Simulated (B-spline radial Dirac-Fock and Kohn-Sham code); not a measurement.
**Ta⁺: eigenvalues, ΔSCF and the reference**

System: Ta⁺, configuration [Xe] 4f14 5d3 6s1.

The density-functional columns are spherical, spin-unpolarised Dirac-Kohn-Sham results without Breit or QED terms: −ε is minus the orbital energy of the initial state and ΔSCF the difference of two total energies. The reference in the last column comes from Dirac-Fock (average of configuration) total-energy differences with a finite nucleus, the Breit interaction including its frequency dependence, and self-energy and vacuum-polarisation corrections. All numbers are from a radial B-spline solver, in eV; a selection of levels is shown. For the 1s level of heavy atoms much of the gap between ΔSCF and the reference is the Breit and QED part, -333.6 eV here; for other levels the error of the functional can be larger.

```tsv
level	PBE −ε	PBE ΔSCF	LDA −ε	LDA ΔSCF	Dirac-Fock
K (1s)	67261.4	67805.8	67204.3	67747.0	67424.9
L1 (2s)	11555.1	11652.4	11546.8	11644.5	11702.5
L2 (2p1/2)	11045.5	11171.5	11041.7	11167.9	11151.1
L3 (2p3/2)	9775.4	9883.9	9773.0	9881.7	9895.3
M1 (3s)	2652.5	2679.3	2650.1	2677.1	2729.3
M2 (3p1/2)	2425.5	2454.5	2424.6	2453.7	2486.5
M3 (3p3/2)	2152.1	2178.3	2151.5	2177.8	2212.6
M4 (3d3/2)	1768.1	1800.1	1768.3	1800.3	1808.0
M5 (3d5/2)	1708.6	1739.5	1708.7	1739.7	1749.6
N1 (4s)	546.5	558.4	545.4	557.3	586.5
N2 (4p1/2)	452.8	464.7	452.3	464.2	486.0
N3 (4p3/2)	389.9	401.2	389.2	400.6	423.0
N4 (4d3/2)	235.8	246.9	235.8	246.9	257.7
N5 (4d5/2)	224.3	235.2	224.2	235.2	246.2
N6 (4f5/2)	32.94	42.85	33.26	43.21	39.25
N7 (4f7/2)	30.96	40.78	31.28	41.13	37.37
O2 (5p1/2)	52.90	59.57	53.22	59.92	59.11
O3 (5p3/2)	44.16	50.49	44.38	50.74	50.37
O4,5 (5d)	10.49	15.23	10.76	15.54	13.96
P1 (6s)	11.62	14.97	11.90	15.30	13.49
```

Task: Order the estimates of the K (1s) level by their distance from the Dirac-Fock value, nearest first.
A. LDA −ε
B. PBE ΔSCF
C. PBE −ε
D. LDA ΔSCF

Result: C (163.5 eV), A (220.5 eV), D (322.1 eV), B (381.0 eV).

An eigenvalue near the reference for a deep level is a cancellation of errors: it lacks relaxation, carries self-interaction and omits Breit and QED terms.

For the outermost level NIST gives 16.2 ± 0.5 eV (semi-empirical); the differences from it are PBE −ε -4.58, PBE ΔSCF -1.23, LDA −ε -4.30, LDA ΔSCF -0.90, Dirac-Fock -2.71 eV.

Values without a named source are computed, but for edge energies of neutral atoms, which are taken from tables.
